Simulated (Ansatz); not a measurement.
Reaction (ligand exchange at the Sn–C bond): `N#[C][SnH2][F]` + CH₃OH → `C[O][SnH2][F]` + `C#N`

Computed with Ansatz on PBE0-D4/def2-TZVP structures; ΔE is electronic, products minus reactants. CBS: MP2 limit from def2 TZ/QZ plus the TZ coupled-cluster correction, frozen cores. This one scheme is used for every species. DFT in def2-TZVPP. HSE06 is defined as in plane-wave codes. Elements past krypton have def2 core potentials. For Sn outer-core shells are correlated without core-valence functions, which leaves a few kJ/mol of doubt a bond. One conformer a species, not always the lowest.

Q: Is it downhill or uphill in electronic energy at CCSD(T)/CBS, and by how much? (An estimate is asked.)

A: Ansatz gave: Downhill: ΔE = -0.09 eV.

Q: What do these levels give: PBE-D4, HSE06-D4, ωB97M-V, revPBE, BLYP, PBE0, HSE06, CCSD(T)/def2-SVP, MP2/def2-TZVPP, CCSD/def2-TZVPP, CCSD(T)/def2-TZVPP, HF/CBS(def2)? (Estimate.)

A: Ansatz gave: PBE-D4 -0.08, HSE06-D4 -0.02, ωB97M-V -0.04, revPBE -0.04, BLYP -0.11, PBE0 -0.01, HSE06 -0.01, CCSD(T)/def2-SVP -0.08, MP2/def2-TZVPP -0.04, CCSD/def2-TZVPP -0.01, CCSD(T)/def2-TZVPP -0.02, HF/CBS(def2) 0.00 eV.

Largest T1 diagnostic among the species: 0.014.

From PBE to PBE0 (25 % exact exchange), in def2-TZVPP and without D4, ΔE moves by +0.06 eV. The D4 term adds −0.03 eV with B3LYP and −0.02 eV with PBE0; it sums over pairs of atoms, weighted by their polarisabilities, and B3LYP, whose exchange is more repulsive, gets the larger term. In def2-TZVPP, CCSD(T) changes the Hartree–Fock value by −0.04 eV (the triples alone add −0.01 eV) and MP2 by −0.05 eV.

B3LYP here is the variant with VWN-RPA as its local correlation; programs differ in this.
